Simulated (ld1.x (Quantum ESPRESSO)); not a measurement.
## Varying the TM potential for In

Base potential:

indium (In), norm-conserving Troullier–Martins (Kleinman–Bylander form), made with ld1.x (Quantum ESPRESSO) 7.5 (PBE, scalar-relativistic). Core [Kr] 4d10, reference 5s2 5p0.5 (charge +0.5). Waves: 5s (bound): rc 1.75 bohr; 5p (bound): rc 2.00 bohr. Local part: all-electron potential smoothed inside 1.80 bohr (lloc = -1). Core correction: none.

All-electron outer shells of the reference configuration (PBE, scalar-relativistic, ld1.x):

```
shell  level (eV)  outermost node (bohr)  outermost maximum (bohr)
   5s      -11.39                   1.02                      2.13
   5p       -5.31                   1.14                      2.74
```

Cutoffs, loose and tight: the cutoffs (Ry, on a coarse ladder) from which the occupation-weighted sum of valence levels, in a spherical-Bessel basis at the reference potential, stays within 10 and 1 mRy of its value at 400 Ry. They do not see the model core or the augmentation charge, which bear on the density cutoff. Test errors are all-electron minus pseudo excitation energies from the reference, over the configurations 5s2 5p1; 5s2 5p0; 5s1 5p0; 5s1 5p2; 5s1 5p1; 5s2 5p1.3; 5s0 5p3. A dash means not determined; rows that change the core or the reference have their own tests.

A true bound ghost makes a file unfit for plane-wave use even where its test errors are small: the radial tests pick states by their node count and pass the ghost by.

| change | outcome | cutoff, loose | cutoff, tight | bound ghosts | largest test error (meV) |
| --- | --- | --- | --- | --- | --- |
| base | generated | 25 Ry | 50 Ry | s, d | +167 |
| all radii scaled by about 1.17 (s 2.04, p 2.34 bohr); local potential all-electron potential smoothed inside 2.10 bohr (lloc = -1) | generated | 10 Ry | 30 Ry | d | +149 |
| all radii scaled by about 1.29 (s 2.26, p 2.58 bohr); local potential all-electron potential smoothed inside 2.32 bohr (lloc = -1) | generated | 10 Ry | 25 Ry | none | +147 |
| all radii scaled by about 1.35 (s 2.36, p 2.70 bohr); local potential all-electron potential smoothed inside 2.44 bohr (lloc = -1) | generated | 10 Ry | 25 Ry | none | +145 |

What comes out with this change to the base: all radii scaled by about 1.09 (s 1.90, p 2.18 bohr); local potential all-electron potential smoothed inside 1.96 bohr (lloc = -1)?

outcome: generated; cutoff, loose: 10 Ry; cutoff, tight: 40 Ry; bound ghosts: s, d; largest test error (meV): +1290.

What comes out with this change to the base: all radii scaled by about 0.77 (s 1.34, p 1.54 bohr); local potential all-electron potential smoothed inside 1.38 bohr (lloc = -1)?

outcome: generated; cutoff, loose: 140 Ry; cutoff, tight: 300 Ry; bound ghosts: s, p, d; largest test error (meV): +235.

What comes out with this change to the base: all radii scaled by about 0.84 (s 1.48, p 1.68 bohr); local potential all-electron potential smoothed inside 1.52 bohr (lloc = -1)?

outcome: generated; cutoff, loose: 80 Ry; cutoff, tight: 160 Ry; bound ghosts: s, d; largest test error (meV): +708.

Reading the sweep of the scale of all radii (base = 1) (base included, trends over the rows without a ghost): Bound ghosts are found at 0.77, 0.84, 1, 1.09, 1.17.
